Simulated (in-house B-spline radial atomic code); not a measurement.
Ionising Bi with different functionals

Computed with a radial B-spline atomic code at the basis-set limit: scalar-relativistic (spin-free X2C) Hamiltonian, Fermi nucleus of rms radius 5.5211 fm, spin-polarised at highest spin, spherical fractional occupations for the functionals, and exact exchange of hybrids averaged over the configuration. The ionisation energy is the difference of two self-consistent energies, [Xe] 4f14 5d10 6s2 6p3 → [Xe] 4f14 5d10 6s2 6p2, without Breit or QED terms; ε is the level of the shell that loses the electron (its least bound occupied spin orbital). There is no spin-orbit coupling in this Hamiltonian.

```json
{"method": "PBE0", "rung": "global hybrid", "ΔSCF (eV)": "8.65", "-ε(6p) (eV)": "6.21"}
{"method": "B3LYP", "rung": "global hybrid", "ΔSCF (eV)": "8.53", "-ε(6p) (eV)": "5.87"}
{"method": "TPSSh", "rung": "global hybrid", "ΔSCF (eV)": "8.63", "-ε(6p) (eV)": "5.64"}
{"method": "BHandHLYP", "rung": "global hybrid", "ΔSCF (eV)": "8.47", "-ε(6p) (eV)": "6.93"}
{"method": "r2SCAN0", "rung": "global hybrid", "ΔSCF (eV)": "8.91", "-ε(6p) (eV)": "6.48"}
{"method": "B97-1", "rung": "global hybrid", "ΔSCF (eV)": "8.41", "-ε(6p) (eV)": "5.84"}
{"method": "HSE06", "rung": "range-separated hybrid", "ΔSCF (eV)": "8.63", "-ε(6p) (eV)": "5.80"}
{"method": "wB97X", "rung": "range-separated hybrid", "ΔSCF (eV)": "8.27", "-ε(6p) (eV)": "8.06"}
{"method": "CAM-B3LYP", "rung": "range-separated hybrid", "ΔSCF (eV)": "8.53", "-ε(6p) (eV)": "7.27"}
{"method": "LC-wPBE", "rung": "range-separated hybrid", "ΔSCF (eV)": "8.69", "-ε(6p) (eV)": "8.68"}
```

(1) Among the functionals, which spreads more, the ΔSCF values or the orbital energies?

(2) How do they compare with the NIST value?

## Answers

(1) The orbital energies: ΔSCF values span about 0.64 eV and the orbital energies 3.04 eV; here energy differences depend much less on the functional than eigenvalues do.

(2) NIST lists 7.286 eV (measured, ground level to ground level). Errors run from +0.99 to +1.63 eV. The correlated functionals all miss on the same side by more than they spread, so the cause is common to them (spin-orbit coupling, Breit-QED terms, multiplet and fine-structure energies, or a listed next ion that isn't the cheapest removal here) and closeness doesn't rank the functionals.
